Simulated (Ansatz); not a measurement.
`[F][Sn][F]`, relaxed with RKS PBE0-D4/def2-TZVP in Ansatz 0.2.0 from a PBE-D4/def2-SVP geometry. The force threshold is 0.005 eV/Å; the program also tests the step.

Total charge 0; spin multiplicity 1. Sn: def2 effective core potential.

Start:

```xyz
3

F     0.570    1.357   -0.450
Sn   -0.472   -0.305   -0.670
F    -0.098   -1.052    1.120
```

Problem. How much energy does the relaxation release, and in how many steps? (Best estimate.)

Solution. The calculation gave: 0.04 eV, in 2 steps.

Problem. Which bonds change most? (Best estimate.)

Solution. The calculation gave: Sn2–F3 from 1.975 to 1.932 Å; F1–Sn2 from 1.974 to 1.932 Å.

Problem. Give the relaxed structure. (Estimate.)

Solution. The calculation gave: 
```xyz
3

F     0.557    1.320   -0.431
Sn   -0.466   -0.302   -0.662
F    -0.091   -1.018    1.093
```
